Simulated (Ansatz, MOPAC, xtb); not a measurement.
Spectroscopic constants of SbCl, multiplicity 3 (the spin of the measured ground state). No spin–orbit coupling.

Constants: fifth-degree fit in 1/R to seven points, most abundant isotopes. In def2 and cc sets the state is the lowest found near the PBE0 minimum, followed along R.

Programs: Ansatz (a program for electronic structure) with Gaussian orbitals; MOPAC for PM3, PM6, PM7 (differences of heats of formation); xtb for the GFN methods. Values without a source in brackets are computed. In def2 rows elements past Kr take small-core potentials, without spin–orbit coupling. The GFN methods have no spin term and hold the electronic entropy of 300 K.

```tsv
level	r_e (Å)	ω_e (cm⁻¹)	ω_e x_e (cm⁻¹)	B_e (cm⁻¹)	D_e (eV)	dipole (D)
PM3	2.268	390	0.89	0.121	-	-
PM6	2.361	345	0.53	0.111	-	-
PM7	2.283	386	0.81	0.119	-	-
GFN1-xTB	2.360	378	0.57	0.112	-	-
GFN2-xTB	2.387	313	0.48	0.109	-	-
SVWN5/def2-TZVPP	2.324	379	1.2	0.115	4.03	1.75
PBE/def2-TZVPP	2.361	359	1.2	0.112	3.41	1.98
r2SCAN/def2-TZVPP	2.344	371	1.2	0.113	3.26	2.01
B97M-V/def2-TZVPP	2.347	368	1.2	0.113	3.44	2.12
B3LYP/def2-TZVPP	2.365	359	1.1	0.111	3.18	2.20
PBE0/def2-TZVPP	2.338	375	1.2	0.114	3.20	2.09
BHLYP/def2-TZVPP	2.343	374	1.1	0.113	2.95	2.32
CAM-B3LYP/def2-TZVPP	2.343	374	1.1	0.113	3.15	2.24
wB97X-V/def2-TZVPP	2.331	384	1.1	0.114	3.32	2.18
wB97M-V/def2-TZVPP	2.339	378	1.1	0.114	3.22	2.21
B2PLYP/def2-TZVPP	2.351	368	1.2	0.112	3.10	-
CCSD/def2-TZVPP	2.342	377	1.2	0.113	2.73	-
CCSD/def2-QZVPP	2.335	379	1.1	0.114	2.92	-
CCSD(T)/def2-TZVPP	2.345	373	1.2	0.113	2.86	-
CCSD(T)/def2-QZVPP	2.338	376	1.1	0.114	3.07	-
CCSD(T)/CBS(def2-TZVPP, def2-QZVPP)	2.334	378	1.1	0.114	-	-
```

D_e counts from each atom's lowest state at the same level, without counterpoise or zero-point energy.

Correlated levels freeze the inner cores; with def2 sets outer-core shells near the valence are correlated too. CBS: X⁻³ extrapolation of the correlation energy, Hartree–Fock from the larger set. The state that PM3, PM6, PM7 reach isn't checked; PM7 holds dispersion and hydrogen-bond terms.

Measured for the ground state: ω_e 374.7 cm-1, ω_e x_e 0.6 cm-1 [NIST CCCBDB]. D_0 3.693 ± 0.52 eV (a handbook's tabulated 298 K bond energy less 3RT/2; such tables hold older values) [Luo, bond dissociation energies, CRC Handbook].
